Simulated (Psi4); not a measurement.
Psi4 input (wB97X-D/6-31G*):

```
memory 1500 MB

molecule {
0 2
C     0.43253900    1.09436700   -0.08055900
C    -0.90353300    0.83321000    0.07923300
C    -0.92830600   -0.57986500    0.12239800
N     0.28165600   -1.11793900   -0.00019900
N     1.11734700   -0.05207400   -0.12591200
H    -1.71798100    1.52987000    0.15220800
H    -1.78368200   -1.22649100    0.23838700
H     2.10444800   -0.19955600   -0.23425000
symmetry c1
no_reorient
no_com
}

set {
  basis 6-31G*
  reference uks
  scf_type pk
  dft_radial_points 99
  dft_spherical_points 590
  e_convergence 1e-8
  d_convergence 1e-7
  maxiter 150
}

e = energy('wb97x-d')
print_out(f'\nFINAL {e:.10f} DIPOLE {variable("CURRENT DIPOLE")[0]:.6f} {variable("CURRENT DIPOLE")[1]:.6f} {variable("CURRENT DIPOLE")[2]:.6f}\n')
```

From the output:

```
              A
    DOCC [    17 ]
    SOCC [     1 ]
    NA   [    18 ]
    NB   [    17 ]

  @UKS Final Energy:  -225.42152356342470

   => Energetics <=

    Nuclear Repulsion Energy =            154.6131902002966854
    One-Electron Energy =                -609.9356309344883584
    Two-Electron Energy =                 251.4143938266136900
    DFT Exchange-Correlation Energy =     -21.5119572115278785
    Empirical Dispersion Energy =          -0.0015194443188289
    VV10 Nonlocal Energy =                  0.0000000000000000
    Total Energy =                       -225.4215235634246994

  UHF NO Occupations:
  HONO-2 :   16  A 1.9993545
  HONO-1 :   17  A 1.9960057
  HONO-0 :   18  A 1.0000000
  LUNO+0 :   19  A 0.0039943
  LUNO+1 :   20  A 0.0006455
  LUNO+2 :   21  A 0.0001963
  LUNO+3 :   22  A 0.0001307

Computation Completed

Properties will be evaluated at   0.000000,   0.000000,   0.000000 [a0]

Properties computed using the SCF density matrix

 Multipole Moments:

 ------------------------------------------------------------------------------------
     Multipole            Electronic (a.u.)      Nuclear  (a.u.)        Total (a.u.)
 ------------------------------------------------------------------------------------

 L = 1.  Multiply by 2.5417464519 to convert [e a0] to [Debye]
 Dipole X            :          0.2701797            0.0000113            0.2701911
 Dipole Y            :          0.4632874            0.0000076            0.4632950
 Dipole Z            :         -0.0440330            0.0000000           -0.0440330
 Magnitude           :                                                    0.5381304

 ------------------------------------------------------------------------------------

FINAL -225.4215235634 DIPOLE 0.270191 0.463295 -0.044033

*** Psi4 exiting successfully. Buy a developer a beer!
```

The geometry given is a B3LYP-D3(BJ)/def2-TZVP minimum.
